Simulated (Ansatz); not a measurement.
`BCN[SiH3]`, 12 atoms. The species carries charge 0 and has multiplicity 1. All runs use 2 threads of an Intel Xeon 6975P-C on a shared host. Correlated methods freeze the cores.

How many basis functions does each run have, and how long does it take in Ansatz? RKS PBE-D4/def2-TZVPP energy and forces; RKS PBE0-D4/def2-TZVP frequencies; RKS revPBE-D4/def2-TZVPP energy; RKS PBE0-D4/def2-QZVPP energy; RKS PBE0-D4/def2-TZVP relaxation (21 steps); RKS PBE0-D4/def2-SVP energy; direct RPA on PBE orbitals/def2-TZVPP energy; RHF-MP2/def2-QZVPP energy; RKS ωB97M-V/def2-QZVPP energy; RKS ωB97M-V/def2-TZVPP energy and forces; RHF-CCSD(T)/def2-TZVPP energy; RHF-CCSD(T)/def2-SVP energy. (Estimate.)

Ansatz gave: Other jobs shared the machine, so times are rough.

```json
{"level": "RKS PBE0-D4/def2-SVP", "job": "energy", "functions": "100", "wall time": "0.8 s", "peak host memory (GiB)": "0.43"}
{"level": "RKS revPBE-D4/def2-TZVPP", "job": "energy", "functions": "247", "wall time": "1.6 s", "peak host memory (GiB)": "0.3"}
{"level": "RKS PBE-D4/def2-TZVPP", "job": "energy and forces", "functions": "247", "wall time": "2.1 s", "peak host memory (GiB)": "0.3"}
{"level": "RHF-CCSD(T)/def2-SVP", "job": "energy", "functions": "100", "wall time": "3 s", "peak host memory (GiB)": "0.43"}
{"level": "direct RPA on PBE orbitals/def2-TZVPP", "job": "energy", "functions": "247", "wall time": "4.8 s", "peak host memory (GiB)": "0.57"}
{"level": "RKS PBE0-D4/def2-QZVPP", "job": "energy", "functions": "481", "wall time": "8 s", "peak host memory (GiB)": "1.4"}
{"level": "RKS ωB97M-V/def2-TZVPP", "job": "energy and forces", "functions": "247", "wall time": "8 s", "peak host memory (GiB)": "0.82"}
{"level": "RKS ωB97M-V/def2-QZVPP", "job": "energy", "functions": "481", "wall time": "16 s", "peak host memory (GiB)": "1.8"}
{"level": "RHF-MP2/def2-QZVPP", "job": "energy", "functions": "481", "wall time": "21 s", "peak host memory (GiB)": "2.9"}
{"level": "RKS PBE0-D4/def2-TZVP", "job": "relaxation (21 steps)", "functions": "178", "wall time": "48 s", "peak host memory (GiB)": "0.41"}
{"level": "RKS PBE0-D4/def2-TZVP", "job": "frequencies", "functions": "178", "wall time": "110 s", "peak host memory (GiB)": "0.43"}
{"level": "RHF-CCSD(T)/def2-TZVPP", "job": "energy", "functions": "247", "wall time": "2.1 min", "peak host memory (GiB)": "2.2"}
```
